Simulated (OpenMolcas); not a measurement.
OpenMolcas run: La III

Input:

```
&GATEWAY
Coord
1

La 0.0 0.0 0.0
Basis=ANO-RCC-VQZP
Group=XYZ
NoMove
AngMom=0.0 0.0 0.0
AMFI
&SEWARD
&RASSCF
FileOrb=start.orb
Symmetry=2
Spin=2
nActEl=1 0 0
Inactive=15 12
Ras2=0 7
CIRoot=7 7 1
SDav=7
CIMx=300
Iter=120 100
PrWF=0.3
OrbListing=Nothing
MaxOrb=0
Atom
LevShft=1.5
>>> COPY $Project.JobIph JOBPRE
&RASSCF
FileOrb=start.orb
Symmetry=2
Spin=2
nActEl=7 2 0
Inactive=15 9
Ras1=0 3
Ras2=0 7
CIRoot=7 7 1
SDav=1267
CIMx=300
Iter=120 100
PrWF=0.3
OrbListing=Nothing
MaxOrb=0
Thrs=2.0e-7 1.0e-1 5.0e-4
Atom
LevShft=1.5
>>> COPY $Project.JobIph JOB001
&RASSI
NrOfJobIphs=1 7
1 2 3 4 5 6 7
IphNames
JOB001
EJob
SpinOrbit
DIPRint=1.0
SOCoupling=1000.0
Subsets=2
MEES
Property=10
'ANGMOM' 1 'ANGMOM' 2 'ANGMOM' 3 'MLTPL  1' 1 'MLTPL  1' 2 'MLTPL  1' 3
'AMFI' 1 'AMFI' 2 'AMFI' 3 'MLTPL  2' 6
SOProperty=3
'ANGMOM' 1 'ANGMOM' 2 'ANGMOM' 3
```

Launched by
```bash
OMP_NUM_THREADS=1 MOLCAS_MEM=2252 MOLCAS_PROJECT=a pymolcas a.inp > a.log  # once for each step of the input, in one work folder
```

A driver script runs the steps one by one and writes start.orb anew before each from the orbitals found so far.

Output, cut to the results:

```
--- SEWARD ---
Basis set label: LA.ANO-RCC...9S8P6D4F3G2H.

      Electronic valence basis set:
      ------------------
      Associated Effective Charge  57.000000 au
      Associated Actual Charge     57.000000 au
      Nuclear Model: Point charge

      Shell  nPrim  nBasis  Cartesian Spherical Contaminant
         s      24       9        X
         p      21       8        X
         d      15       6                 X
         f       5       4                 X
         g       3       3                 X
         h       2       2                 X
                  Relativistic Douglas-Kroll-Hess integrals:
                    - DKH order of Hamiltonian: 2
                    - DKH order of Properties : 0
                  Atomic mean-field integrals
--- RASSCF ---
Wave function specifications:
      -----------------------------

      Number of closed shell electrons          48
      Number of electrons in active shells       7
      Max number of holes in RAS1 space          2
      Max nr of electrons in RAS3 space          0
      Number of inactive orbitals               24
      Number of active orbitals                 10
      Number of secondary orbitals             106
      Spin quantum number                      0.5
      State symmetry                             2
Orbital specifications:
      -----------------------

      Symmetry species                           1   2
                                                ag  au
      Frozen orbitals                            0   0
      Inactive orbitals                         15   9
      Active orbitals                            0  10
      RAS1 orbitals                              0   3
      RAS2 orbitals                              0   7
      RAS3 orbitals                              0   0
      Secondary orbitals                        51  55
      Deleted orbitals                           0   0
      Number of basis functions                 66  74
      Number of CSFs                          1267
      Number of root(s) required                 7
      Iter CI   SX   CI       RASSCF       Energy    max ROT     max BLB   max BLB  Level Ln srch  Step   QN
          iter iter root      energy       change     param      element    value   shift minimum  type update
 Nr of preliminary CI iterations:   1
      Total energies have been shifted. Add                -8000.00 au
        1   1    7    0  -485.71841239    0.00E+00  -7.10E-02    9  12 2  3.47E-03*  0.95   0.00    SX    NO
        2   1    7    0  -485.71967974   -1.27E-03*  2.19E-02    9  12 2  1.12E-03*  0.95   0.00    SX    NO
        3   1    7    0  -485.71986649   -1.87E-04*  7.72E-03   15  18 1 -7.28E-04*  0.95   0.00    SX    NO
        4   1    7    0  -485.71992295   -5.65E-05*  2.96E-03   12  23 2  7.16E-04*  0.95   0.00    SX    NO
        5   1    7    0  -485.71995156   -2.86E-05*  4.30E-03   12  23 2  6.71E-04*  0.96   2.50    LS   YES
        6   1    7    0  -485.71997917   -2.76E-05*  4.84E-03   12  23 2  6.01E-04*  0.96   2.17    LS   YES
        7   1    7    0  -485.71999047   -1.13E-05*  3.12E-03   12  23 2  5.12E-04*  0.96   1.04    QN   YES
        8   1    7    0  -485.71999580   -5.33E-06*  2.54E-03   12  23 2  2.56E-04   0.96   1.82    LS   YES
        9   1    6    0  -485.71999717   -1.38E-06*  2.09E-04   12  20 2 -9.26E-05   0.96   1.01    QN   YES
       10   1    6    0  -485.71999722   -4.70E-08   4.15E-05   12  20 2 -4.91E-05   0.96   1.39    QN   YES
      Convergence after 10 iterations
       11   1    6    0  -485.71999723   -8.17E-09   4.15E-05   12  20 2 -1.19E-05   0.96   1.39    QN   YES
      Natural orbitals and occupation numbers for root  1
      sym 2:   1.995322   1.995335   1.995368   0.002078   0.998150   0.003092   0.003056   0.002313   0.002182   0.003103
      Natural orbitals and occupation numbers for root  2
      sym 2:   1.995542   1.995569   1.995656   0.998459   0.002523   0.002984   0.002723   0.002272   0.002634   0.001639
      Natural orbitals and occupation numbers for root  3
      sym 2:   1.995649   1.995640   1.995616   0.002518   0.002782   0.001594   0.998671   0.002741   0.002528   0.002260
::    RASSCF root number  1 Total energy:  -8485.71999723
::    RASSCF root number  2 Total energy:  -8485.71999723
::    RASSCF root number  3 Total energy:  -8485.71999723
::    RASSCF root number  4 Total energy:  -8485.71999723
::    RASSCF root number  5 Total energy:  -8485.71999723
...
--- RASSI ---
SPIN-FREE ENERGIES:
  (Shifted by EMIN (a.u.) =      -8485.7199972295)

 SF State       Relative EMIN(au)   Rel lowest level(eV)    D:o, cm**(-1)      L_eff

     1             0.0000000000        0.0000000000              0.0000         3.0
     2             0.0000000000        0.0000000000              0.0000         3.0
     3             0.0000000000        0.0000000000              0.0000         3.0
     4             0.0000000000        0.0000000000              0.0000         3.0
     5             0.0000000000        0.0000000000              0.0000         3.0
     6             0.0000000000        0.0000000000              0.0000         3.0
     7             0.0000000000        0.0000000000              0.0000         3.0
     Dipole printing threshold changed to   1.00000000E+00
Eigenvalues of complex Hamiltonian:
   -----------------------------------
  (Shifted by EMIN (a.u.) =      -8485.7199972295)

 SO State       Relative EMIN(au)   Rel lowest level(eV)    D:o, cm**(-1)     J-value

     1            -0.0009692526        0.0000000000              0.0000         1.9
     2            -0.0009692526        0.0000000000              0.0000         1.7
     3            -0.0009692526        0.0000000000              0.0000         1.9
     4            -0.0009692526        0.0000000000              0.0000         2.3
     5            -0.0009692526        0.0000000000              0.0000         2.3
     6            -0.0009692526        0.0000000000              0.0000         1.7
     7             0.0007269394        0.0461557366            372.2711         2.8
     8             0.0007269394        0.0461557366            372.2711         2.8
     9             0.0007269394        0.0461557366            372.2711         3.3
    10             0.0007269394        0.0461557366            372.2711         2.1
    11             0.0007269394        0.0461557366            372.2711         2.0
...
```

The J values that RASSI prints are effective ones from its own formula and need not be integers or half-integers; the table below assigns J from the states.

Levels above the lowest, from the spin-orbit matrix, grouped by J:

```json
{"Configuration": "4f", "Term": "²F°", "J": "5/2", "E (cm⁻¹)": "0.0", "g": "0.857", "Term weight %": "100"}
{"Configuration": "4f", "Term": "²F°", "J": "7/2", "E (cm⁻¹)": "372", "g": "1.143", "Term weight %": "100"}
```

High states are left out of the spin-orbit mixing, which shifts the levels that they would mix with. Without dynamic correlation excited terms often stand tens of per cent too high (terms of higher spin than the ground term too low), and those without a measured partner can miss by more than the paired ones. The free ion's ground configuration, as NIST lists it, lies outside this active space, so the lowest level here need not be the ground level. Active for correlation alone: 5p; no level in the range computed is led by a configuration that opens it, so any true level of that kind is missing. Levels of configurations outside the active space are missing. The first state left out of the spin-orbit step lies near 210000 cm-1 above the lowest spin-free state of the reference (among the parities and spins computed), and the list stops at four fifths of that energy or lower.

The term weight is that of the spin-free term in the level, not the purity of its configuration. ° marks odd parity.
